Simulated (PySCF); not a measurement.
3-bromo-1,1-difluoropropa-1,2-diene (C3HBrF2), SMILES FC(F)=C=CBr. The structure is a stationary point at B3LYP-D3(BJ)/def2-SVP.

Computed equilibrium geometry at B3LYP-D3(BJ)/def2-SVP (PySCF confirms it by a frequency run) as bond lengths and angles, and its point group:
point group Cs.
Atoms: F1 C2 F3 C4 C5 Br6 H7. Bonded distances (Å): F1–C2 1.319, C2–F3 1.319, C2–C4 1.309, C4–C5 1.302, C5–Br6 1.913, C5–H7 1.094. Bond angles (°): F1–C2–F3 110.2, F1–C2–C4 124.9, F3–C2–C4 124.9, C2–C4–C5 178.4, C4–C5–Br6 123.6, C4–C5–H7 124.6, Br6–C5–H7 111.9.
Charge 0, spin multiplicity 1.
